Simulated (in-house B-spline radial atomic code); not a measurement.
Values are calculated unless marked as measured or tabulated.
## Weak and strong correlation along the adiabatic connection

Two-electron singlets in several external potentials (atomic units), by full CI in B-splines with partial waves to l = 8 (correlation energies up to 0.6 % small). The repulsion is scaled by λ at fixed density; W(λ) is the mean repulsion less the Hartree energy, W(0) = E_x, and the area under W from 0 to 1 is E_xc.

Relative drop (W(λ) − E_x)/E_x:

| system | λ = 0.12 | λ = 0.25 | λ = 0.4 | λ = 0.6 | λ = 0.8 | λ = 1 |
| --- | --- | --- | --- | --- | --- | --- |
| −Z/r, Z = 0.757, wall at 2.15 bohr | 0.0133 | 0.0267 | 0.0410 | 0.0585 | 0.0742 | 0.0885 |
| ω²r²/2 − Z/r, ω = 2.3, Z = 0.5 | 0.0092 | 0.0186 | 0.0290 | 0.0420 | 0.0541 | 0.0654 |
| −Z exp(−kr)/r, Z = 8.29, k = 3.75 | 0.0028 | 0.0057 | 0.0090 | 0.0134 | 0.0177 | 0.0219 |
| −V exp(−r²/w²), V = 2.69, w = 10.9 | 0.0358 | 0.0680 | 0.0986 | 0.1311 | 0.1567 | 0.1773 |
| −V exp(−r²/w²), V = 2.34, w = 2.7 | 0.0195 | 0.0386 | 0.0584 | 0.0815 | 0.1016 | 0.1191 |
| −V exp(−r²/w²), V = 4.64, w = 6.16 | 0.0231 | 0.0454 | 0.0680 | 0.0939 | 0.1158 | 0.1345 |
| −Z exp(−kr)/r, Z = 3.44, k = 0.679 | 0.0061 | 0.0125 | 0.0197 | 0.0288 | 0.0376 | 0.0459 |

Order the systems by how far second-order (GL2) theory, half the initial slope (estimated from the first points of each curve), overshoots the correlation energy, least first.
A. −Z/r, Z = 0.757, wall at 2.15 bohr
B. −Z exp(−kr)/r, Z = 3.44, k = 0.679
C. −V exp(−r²/w²), V = 4.64, w = 6.16
D. −Z exp(−kr)/r, Z = 8.29, k = 3.75
E. −V exp(−r²/w²), V = 2.69, w = 10.9
F. ω²r²/2 − Z/r, ω = 2.3, Z = 0.5
G. −V exp(−r²/w²), V = 2.34, w = 2.7

D (GL2/E_c = 1.04), B (GL2/E_c = 1.08), F (GL2/E_c = 1.13), A (GL2/E_c = 1.19), G (GL2/E_c = 1.28), C (GL2/E_c = 1.33), E (GL2/E_c = 1.52).

What else changes along this order?

The ratio follows the bend of the curve. With it the leading natural occupation goes from 1.999 to 1.893 and −T_c/E_c from 0.96 to 0.66 between the first and the last.
